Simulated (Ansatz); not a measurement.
Question: Name a neutral molecule of N, Si, Sn and H with size of the dipole moment (B3LYP/def2-TZVPP) between 1.85 and 2.15 D and HOMO–LUMO gap (ωB97M-V/def2-TZVPP) between 9.00 and 9.30 eV (Ansatz, PBE0-D4/def2-TZVP geometry).

Answer: `[NH2][Sn][N]([SiH3])[SiH3]` (1.97 D, 9.23 eV). Other molecules can fit too; these were computed, each in one conformer that needn't be the lowest.

B3LYP here is the variant with VWN-RPA as its local correlation; programs differ in this.
